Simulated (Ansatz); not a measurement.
Calculated with Ansatz (gas phase, PBE0-D4/def2-TZVP geometries, no zero-point term in ΔE). CCSD(T)/CBS is the MP2 limit (def2-TZVPP, def2-QZVPP) plus CCSD(T) − MP2 in def2-TZVPP, frozen cores. This one scheme is used for every species. DFT in def2-TZVPP. B3LYP here is the variant with VWN-RPA as its local correlation; programs differ in this. def2 core potentials past Kr. For Te outer-core shells are correlated without core-valence functions, which leaves a few kJ/mol of doubt a bond.

`[BH2][AlH][CH3]` + H₂Te → `[CH3][AlH][TeH]` + BH₃  (cleavage of the Al–B bond)

`[BH2][AlH][CH3]`:

Cartesian coordinates in Å:
```
B -0.774 -0.696 -1.741
Al 0.626 0.043 -0.332
C 0.155 0.500 1.514
H -1.000 -1.867 -1.888
H -1.410 0.016 -2.471
H 2.150 0.228 -0.778
H -0.916 0.456 1.725
H 0.659 -0.185 2.206
H 0.510 1.505 1.765
```

H₂Te:

Z-matrix (Å, degrees):
```
Te
H 1 1.656
H 1 1.656 2 90.4
```

`[CH3][AlH][TeH]`:

```xyz
8

C    -0.105   -1.268    0.694
Al   -0.013    0.589    0.119
Te    0.336    1.075   -2.342
H     0.681   -1.482    1.426
H     0.001   -1.977   -0.130
H    -1.060   -1.468    1.191
H    -0.143    1.824    1.103
H     0.304    2.707   -2.060
```

BH₃:

```xyz
4

B     0.000    0.000    0.000
H     0.953    0.257    0.672
H     0.013    0.238   -1.169
H    -0.965   -0.495    0.498
```

Question: Is it downhill or uphill in electronic energy at CCSD(T)/CBS, and by how much? (Estimate.)

Answer: Computed: Downhill: ΔE = -1.65 eV.

Question: What do these levels give: BLYP-D4, B3LYP-D4, r2SCANh-D4, BHLYP-D4, HF/def2-TZVPP, CCSD/def2-TZVPP? (An estimate is asked.)

Answer: Computed: BLYP-D4 -1.52, B3LYP-D4 -1.58, r2SCANh-D4 -1.62, BHLYP-D4 -1.66, HF/def2-TZVPP -1.67, CCSD/def2-TZVPP -1.58 eV.

Question: What do rigid-rotor, harmonic-oscillator terms from PBE0-D4/def2-TZVP frequencies (298.15 K, 1 bar) make of the CCSD(T)/CBS value? (An estimate is asked.)

Answer: The calculation gave: ΔZPE = +0.08 eV, ΔH = -1.57 eV, ΔS = -19 J/(mol·K), ΔG = -1.52 eV. Modes under 50 cm⁻¹ make the entropy rough.

Largest T1 diagnostic among the species: 0.010.

From BLYP to BHLYP (50 % exact exchange), in def2-TZVPP and without D4, ΔE moves by −0.13 eV. Leaving LDA and LC-ωPBE aside and taking each functional with its dispersion term where it has one, the values, not all of them listed here, spread over 0.19 eV, from PBE-QIDH to B97M-V.
